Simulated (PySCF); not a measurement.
# Electron affinity of Bi by level of theory

Bi⁻ [Xe] 4f14 5d10 6s2 6p4 (3P) → Bi [Xe] 4f14 5d10 6s2 6p3 (4S), as a difference of total energies. Calculation: PySCF 2.14, in aug-cc-pwCVDZ-PP with ECP60MDF (6s5p4d1f, 48 functions); scalar relativity through the core potential. Correlated levels: valence: 5s2 5p6 5d10 frozen. The calculations carry no spin-orbit coupling.

| method | electron affinity (eV) | difference from reference (eV) |
| --- | --- | --- |
| UHF | -0.227 | -1.169 |
| MP2 (valence) | 0.311 | -0.631 |
| SCS-MP2 (valence) | 0.335 | -0.607 |
| CCSD (valence) | 0.384 | -0.558 |
| CCSD(T) (valence) | 0.421 | -0.521 |

Reference: 0.942 eV (measured; photodetachment measurements, as compiled on the Wikipedia data page of electron affinities).

Spin-orbit coupling is strong in these open shells (close to jj coupling). The scalar numbers leave it out and a first-order estimate fails, so it can dominate the gap to the real levels.

Errors of the correlated levels include the incompleteness of this basis and the frozen core.

A negative affinity means that the anion lies above the atom at that level of theory.
